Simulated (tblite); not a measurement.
Species: C4H8BO2 (charge +1).
Numbering: `[CH2:1]=[CH:2][CH+:3][CH2:4][B:5]([OH:6])[OH:7]` (hydrogens: H8, H9 on C1; H10 on C2; H11 on C3; H12, H13 on C4; H14 on O6; H15 on O7)
Bond orders are those of one Lewis drawing.

Computed with GFN2-xTB (tblite), gas phase: Langevin dynamics at 200 K from the optimised GFN2-xTB geometry, time step 0.5 fs, friction 0.01 fs⁻¹, 2000 steps.

Start geometry:
```
atom  x, y, z in Å
C1      2.662    0.064    0.639
C2      1.585    0.309   -0.132
C3      0.563   -0.652   -0.318
C4     -0.552   -0.466   -1.147
B5     -1.689    0.159    0.000
O6     -1.667    1.473    0.050
O7     -2.378   -0.785    0.598
H8      3.453    0.787    0.749
H9      2.785   -0.874    1.161
H10     1.491    1.251   -0.657
H11     0.641   -1.577    0.246
H12    -1.041   -1.370   -1.496
H13    -0.464    0.319   -1.892
H14    -2.283    2.011    0.552
H15    -3.110   -0.641    1.201
```

The statistics below take the 31 frames saved every 25 fs from 250 to 1000 fs; their kinetic temperature (all 3N coordinates) averages 199 K.

Task: How do the bond lengths spread?

Result: 
```tsv
bond	start (Å)	mean (Å)	standard deviation (Å)	shortest (Å)	longest (Å)
C1=C2	1.347	1.351	0.018	1.312	1.405
C2–C3	1.416	1.415	0.019	1.379	1.468
C3–C4	1.402	1.401	0.017	1.370	1.436
C4–B5	1.731	1.740	0.047	1.637	1.832
B5–O6	1.315	1.322	0.028	1.270	1.382
B5–O7	1.313	1.314	0.026	1.262	1.377
C1–H8	1.078	1.082	0.028	1.030	1.147
C1–H9	1.080	1.083	0.028	1.043	1.156
C2–H10	1.082	1.082	0.021	1.035	1.120
C3–H11	1.085	1.087	0.023	1.033	1.130
C4–H12	1.085	1.092	0.042	0.995	1.186
C4–H13	1.086	1.095	0.026	1.038	1.155
O6–H14	0.959	0.964	0.019	0.931	0.999
O7–H15	0.959	0.960	0.015	0.940	0.999
```

Task: Give the same statistics for bond angles, one of each kind among heavy atoms.

Result: 
```json
{"angle": "C1–C2–C3", "start (°)": "121.9", "mean (°)": "122.1", "standard deviation (°)": "2.1", "smallest (°)": "117.1", "largest (°)": "125.6"}
{"angle": "C2–C3–C4", "start (°)": "124.2", "mean (°)": "124.0", "standard deviation (°)": "2.5", "smallest (°)": "118.9", "largest (°)": "129.2"}
{"angle": "C3–C4–B5", "start (°)": "100.3", "mean (°)": "101.6", "standard deviation (°)": "5.2", "smallest (°)": "91.7", "largest (°)": "111.9"}
{"angle": "C4–B5–O6", "start (°)": "112.0", "mean (°)": "112.1", "standard deviation (°)": "3.6", "smallest (°)": "105.8", "largest (°)": "119.7"}
{"angle": "C4–B5–O7", "start (°)": "112.7", "mean (°)": "112.5", "standard deviation (°)": "4.2", "smallest (°)": "104.6", "largest (°)": "121.5"}
{"angle": "O6–B5–O7", "start (°)": "135.3", "mean (°)": "135.1", "standard deviation (°)": "3.0", "smallest (°)": "129.7", "largest (°)": "142.0"}
```

Task: How far does each atom move about its mean position (frames aligned on the start, all atoms weighted alike), and what rms force does it feel?

Result: 
```csv
atom,rms displacement (Å),rms force (eV/Å)
C1,0.14,1.62
C2,0.12,1.42
C3,0.11,1.29
C4,0.14,1.79
B5,0.09,1.45
O6,0.43,1.42
O7,0.44,1.33
H8,0.23,0.98
H9,0.27,0.93
H10,0.25,0.75
H11,0.22,0.81
H12,0.22,1.36
H13,0.19,0.84
H14,0.51,0.88
H15,0.55,0.67
```

The displacements run from 0.09 to 0.55 Å, the largest at H15.

Task: Follow the torsions C1–C2–C3–C4, C2–C3–C4–B5 and C3–C4–B5–O6 through every second one of these frames.

Result: 
```json
{"t (fs)": "250", "C1–C2–C3–C4 (°)": "175", "C2–C3–C4–B5 (°)": "-75", "C3–C4–B5–O6 (°)": "61"}
{"t (fs)": "300", "C1–C2–C3–C4 (°)": "-172", "C2–C3–C4–B5 (°)": "-97", "C3–C4–B5–O6 (°)": "54"}
{"t (fs)": "350", "C1–C2–C3–C4 (°)": "176", "C2–C3–C4–B5 (°)": "-87", "C3–C4–B5–O6 (°)": "44"}
{"t (fs)": "400", "C1–C2–C3–C4 (°)": "172", "C2–C3–C4–B5 (°)": "-88", "C3–C4–B5–O6 (°)": "44"}
{"t (fs)": "450", "C1–C2–C3–C4 (°)": "179", "C2–C3–C4–B5 (°)": "-87", "C3–C4–B5–O6 (°)": "40"}
{"t (fs)": "500", "C1–C2–C3–C4 (°)": "160", "C2–C3–C4–B5 (°)": "-78", "C3–C4–B5–O6 (°)": "48"}
{"t (fs)": "550", "C1–C2–C3–C4 (°)": "177", "C2–C3–C4–B5 (°)": "-82", "C3–C4–B5–O6 (°)": "51"}
{"t (fs)": "600", "C1–C2–C3–C4 (°)": "-179", "C2–C3–C4–B5 (°)": "-79", "C3–C4–B5–O6 (°)": "61"}
{"t (fs)": "650", "C1–C2–C3–C4 (°)": "-178", "C2–C3–C4–B5 (°)": "-78", "C3–C4–B5–O6 (°)": "75"}
{"t (fs)": "700", "C1–C2–C3–C4 (°)": "-165", "C2–C3–C4–B5 (°)": "-79", "C3–C4–B5–O6 (°)": "86"}
{"t (fs)": "750", "C1–C2–C3–C4 (°)": "-167", "C2–C3–C4–B5 (°)": "-88", "C3–C4–B5–O6 (°)": "101"}
{"t (fs)": "800", "C1–C2–C3–C4 (°)": "165", "C2–C3–C4–B5 (°)": "-78", "C3–C4–B5–O6 (°)": "102"}
{"t (fs)": "850", "C1–C2–C3–C4 (°)": "174", "C2–C3–C4–B5 (°)": "-97", "C3–C4–B5–O6 (°)": "107"}
{"t (fs)": "900", "C1–C2–C3–C4 (°)": "-176", "C2–C3–C4–B5 (°)": "-108", "C3–C4–B5–O6 (°)": "105"}
{"t (fs)": "950", "C1–C2–C3–C4 (°)": "164", "C2–C3–C4–B5 (°)": "-90", "C3–C4–B5–O6 (°)": "105"}
{"t (fs)": "1000", "C1–C2–C3–C4 (°)": "-179", "C2–C3–C4–B5 (°)": "-107", "C3–C4–B5–O6 (°)": "103"}
```

Largest departure from the start value over all these frames: C1–C2–C3–C4 23° (start -178°), C2–C3–C4–B5 24° (start -93°), C3–C4–B5–O6 52° (start 92°).

Task: How widely does the potential energy scatter, against a harmonic estimate?

Result: Mean 0.34 eV above the start, standard deviation 0.078 eV, range 0.23 to 0.56 eV. For 39 classical harmonic modes at 200 K the canonical values are 39kT/2 = 0.34 eV and kT·√(39/2) = 0.076 eV.

The run is classical and short, so these are rough statistics of one trajectory.

What follows is the cost of the whole dynamics run. Hardware: one thread of an Intel Xeon Platinum 8488C, shared host with 96 logical CPUs at a one-minute load of 26. Cost: 9.0 s of wall time, 0.18 GiB resident at most.
